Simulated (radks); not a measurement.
Problem. Cr, 24 electrons, occupied as [Ne] 3s2 3p5 3d5 4s1 4d1 (not the ground configuration). Calculated with a radial shooting solver on a logarithmic mesh with Libxc functionals: non-relativistic Kohn-Sham, PW91, spin-polarised, spherical densities, point nucleus; open shells are filled with parallel spins first. Some entries of the table are withheld. Estimate them.

| orbital | occ. | eigenvalue (hartree) | <1/r> (bohr^-1) |
|---|---|---|---|
| 1s up | 1 | -214.8986 | 23.52 |
| 1s down | 1 | -214.8825 | 23.52 |
| 2s up | 1 | -24.57650 | 4.976 |
| 2s down | 1 | -24.48921 | 4.987 |
| 2p up | 3 | -20.95379 | 4.924 |
| 2p down | 3 | -20.87904 | 4.933 |
| 3s up | 1 | (1) | 1.562 |
| 3s down | 1 | (2) | 1.551 |
| 3p up | 3 | -2.07985 | 1.440 |
| 3p down | 2 | -1.83410 | 1.425 |
| 3d up | 5 | -0.48582 | 1.098 |
| 4s up | 1 | -0.32843 | 0.4552 |
| 3d down | 0 | -0.26756 | 1.044 |
| 4d up | 1 | -0.02895 | 0.1330 |

Solution. 
(1) 3s up eigenvalue (hartree): -3.09283
(2) 3s down eigenvalue (hartree): -2.84130
